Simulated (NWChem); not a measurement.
System: C4H7Cl; SMILES CC(=CCl)C

NWChem input:

```
start job
memory heap 200 mb stack 900 mb global 1100 mb
geometry units angstroms noautosym nocenter noautoz
  C     -0.749564    -2.158410     0.000000
  C     -0.028807    -0.842727     0.000000
  C      1.465393    -0.895080     0.000000
  C     -0.737737     0.293490     0.000000
  Cl    -0.052929     1.883978     0.000000
  H     -1.841772    -2.035358     0.000000
  H     -0.471326    -2.755744     0.884762
  H     -0.471326    -2.755744    -0.884762
  H      1.910997     0.107596     0.000000
  H      1.832366    -1.442307    -0.884537
  H      1.832366    -1.442307     0.884537
  H     -1.829935     0.304076     0.000000
end
basis spherical
  C library def2-svp
  Cl library def2-svp
  H library def2-svp
end
dft
  xc m06-2x
  iterations 150
end
cosmo
  dielec 2.0
end
task dft energy
```

Parts of the log:

```
             Northwest Computational Chemistry Package (NWChem) 7.3.0
             --------------------------------------------------------

                             Geometry "geometry" -> ""
                             -------------------------

 Output coordinates in angstroms (scale by  1.889725989 to convert to a.u.)

  No.       Tag          Charge          X              Y              Z
 ---- ---------------- ---------- -------------- -------------- --------------
    1 C                    6.0000    -0.74956400    -2.15841000     0.00000000
    2 C                    6.0000    -0.02880700    -0.84272700     0.00000000
    3 C                    6.0000     1.46539300    -0.89508000     0.00000000
    4 C                    6.0000    -0.73773700     0.29349000     0.00000000
    5 Cl                  17.0000    -0.05292900     1.88397800     0.00000000
    6 H                    1.0000    -1.84177200    -2.03535800     0.00000000
    7 H                    1.0000    -0.47132600    -2.75574400     0.88476200
    8 H                    1.0000    -0.47132600    -2.75574400    -0.88476200
    9 H                    1.0000     1.91099700     0.10759600     0.00000000
   10 H                    1.0000     1.83236600    -1.44230700    -0.88453700
   11 H                    1.0000     1.83236600    -1.44230700     0.88453700
   12 H                    1.0000    -1.82993500     0.30407600     0.00000000

 Effective nuclear repulsion energy (a.u.)     210.7687228524

                                 NWChem DFT Module
                                 -----------------

 Summary of "ao basis" -> "ao basis" (spherical)
 ------------------------------------------------------------------------------
       Tag                 Description            Shells   Functions and Types
 ---------------- ------------------------------  ------  ---------------------
 C                          def2-svp                 6       14   3s2p1d
 Cl                         def2-svp                 8       18   4s3p1d
 H                          def2-svp                 3        5   2s1p

 in cosmo_initialize ...

 solvent parameters
 solvname_short: unkn
 solvname_long:  unknown
 dielec:        2.0000

          ---------------
          -cosmo- solvent
          ---------------
 Cosmo: York-Karplus, doi: 10.1021/jp992097l
 dielectric constant -eps-     =   2.00
 screen = (eps-1)/(eps    )    =   0.50000
 surface charge correction     = lagrangian

[...]

                                   COSMO solvation results
                                   -----------------------

                 gas phase energy =      -616.465893478732
                 sol phase energy =      -616.467594057280
 (electrostatic) solvation energy =         0.001700578548 (    1.07 kcal/mol)

                       DFT Final Molecular Orbital Analysis
                       ------------------------------------

 Vector   22  Occ=2.000000D+00  E=-4.155499D-01
              MO Center=  1.3D-01, -7.1D-01, -1.9D-09, r^2= 3.7D+00
   Bfn.  Coefficient  Atom+Function         Bfn.  Coefficient  Atom+Function
  ----- ------------  ---------------      ----- ------------  ---------------
    18      0.253079   2 C  px               32     -0.245080   3 C  px
     5     -0.237531   1 C  py               19      0.233807   2 C  py
    68      0.231364   5 Cl py                4     -0.221005   1 C  px
    90     -0.215900   9 H  s                65      0.182753   5 Cl py
    75      0.157333   6 H  s                33     -0.154116   3 C  py

 Vector   23  Occ=2.000000D+00  E=-3.671570D-01
              MO Center= -1.2D-01,  1.5D+00, -8.2D-11, r^2= 2.0D+00
   Bfn.  Coefficient  Atom+Function         Bfn.  Coefficient  Atom+Function
  ----- ------------  ---------------      ----- ------------  ---------------
    67      0.578508   5 Cl px               64      0.428187   5 Cl px
    61      0.244518   5 Cl px               68     -0.212405   5 Cl py
   105      0.166368  12 H  s                17     -0.160033   2 C  s
    65     -0.148630   5 Cl py               46     -0.138068   4 C  px
    45      0.095054   4 C  s                18      0.092926   2 C  px

 Vector   24  Occ=2.000000D+00  E=-2.927339D-01
              MO Center= -1.9D-01,  8.8D-02, -3.2D-09, r^2= 3.2D+00
   Bfn.  Coefficient  Atom+Function         Bfn.  Coefficient  Atom+Function
  ----- ------------  ---------------      ----- ------------  ---------------
    69      0.398966   5 Cl pz               48     -0.355708   4 C  pz
    20     -0.345042   2 C  pz               23     -0.258206   2 C  pz
    66      0.258589   5 Cl pz               51     -0.251549   4 C  pz
    63      0.148221   5 Cl pz               80      0.110504   7 H  s
    85     -0.110504   8 H  s                95     -0.100035  10 H  s

 Vector   25  Occ=0.000000D+00  E= 4.706818D-02
              MO Center= -2.1D-01, -4.3D-01, -1.3D-09, r^2= 3.2D+00
   Bfn.  Coefficient  Atom+Function         Bfn.  Coefficient  Atom+Function
  ----- ------------  ---------------      ----- ------------  ---------------
    23      0.652522   2 C  pz               51     -0.646343   4 C  pz
    20      0.425885   2 C  pz               48     -0.401068   4 C  pz
    96      0.293463  10 H  s               101     -0.293463  11 H  s
    81     -0.257771   7 H  s                86      0.257771   8 H  s
    69      0.237376   5 Cl pz               95      0.111686  10 H  s

 Vector   26  Occ=0.000000D+00  E= 9.787972D-02
              MO Center= -1.6D-01, -1.7D+00, -1.5D-08, r^2= 7.5D+00
   Bfn.  Coefficient  Atom+Function         Bfn.  Coefficient  Atom+Function
  ----- ------------  ---------------      ----- ------------  ---------------
     3      2.091210   1 C  s                31      1.277016   3 C  s
    81     -0.898262   7 H  s                86     -0.898262   8 H  s
    76     -0.766535   6 H  s                96     -0.713931  10 H  s
   101     -0.713931  11 H  s               106     -0.636056  12 H  s
    45      0.520095   4 C  s                91     -0.402037   9 H  s

[...]
```

Level: M06-2X/def2-SVP, COSMO on the gas-phase geometry. Coordinates come from a PBE0/def2-SVP optimisation. No frequency run checked for a minimum. COSMO prints the solvation energy as gas minus solution, so a positive value is a stabilisation.
